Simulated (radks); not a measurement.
Charge is removed step by step from the 4d down level of Xe, starting from [Kr] 4d(up 5, down 5) 5s2 5p6. Method: scalar-relativistic Kohn-Sham, r2SCAN, spin-polarised, spherical densities, finite nucleus; meta-GGA in the generalised Kohn-Sham scheme; Fermi nuclear charge, rms radius 4.7859 fm; computed with a radial shooting solver on a logarithmic mesh with Libxc functionals.

removed (e)  E - E(0) (eV)  eigenvalue (eV)  E minus straight line (eV)
0                    0.000          -60.636                       0.000
0.1                  6.138          -62.184                      -0.723
0.2                 12.432          -63.753                      -1.291
0.3                 18.884          -65.341                      -1.701
0.4                 25.496          -66.948                      -1.951
0.5                 32.269          -68.573                      -2.040
0.6                 39.205          -70.215                      -1.965
0.7                 46.306          -71.875                      -1.726
0.8                 53.574          -73.550                      -1.319
0.9                 61.011          -75.242                      -0.745
1                   68.617          -76.949                       0.000

Removing the whole electron costs 68.617 eV by Delta-SCF, against 60.636 eV from minus the eigenvalue at the starting occupation. Slater's transition state (half an electron removed) gives 68.573 eV. Integrating minus the eigenvalue over the occupation (Janak's theorem) gives 68.646 eV. In this scalar-relativistic scheme the density is built from large components alone, so the theorem holds only approximately. The mean slope of the eigenvalue, de/dn, is 16.3 eV per electron.
